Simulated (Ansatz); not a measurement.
```xyz
7

C    -0.285   -0.362   -1.128
S    -0.792    1.082   -0.135
Zn    0.284    0.764    1.705
Br    1.396    0.447    3.621
H     0.788   -0.368   -1.315
H    -0.589   -1.299   -0.665
H    -0.802   -0.265   -2.083
```

The species carries charge 0 and has multiplicity 1.

Q: List the PBE/def2-TZVPP orbital energies in eV (Ansatz 0.2.0). (Estimate.)

A: Ansatz gave: Occupied: -13088.72, -9408.34, -2395.81, -1681.85, -1516.21, -1516.15, -1516.15, -1134.86, -1000.65, -1000.62, -1000.59, -269.95, -228.62, -208.72, -170.77, -170.60, -170.59, -154.89, -154.78, -154.64, -127.04, -84.43, -84.38, -84.34, -67.44, -67.39, -67.38, -67.26, -67.26, -19.36, -18.91, -15.79, -12.71, -12.65, -12.59, -12.51, -12.51, -10.85, -10.70, -9.39, -8.86, -7.25, -7.18, -7.13, -5.88. Lowest empty: -2.08, -1.65, -0.99, 0.50, 0.97, 1.56, 1.90, 2.35.
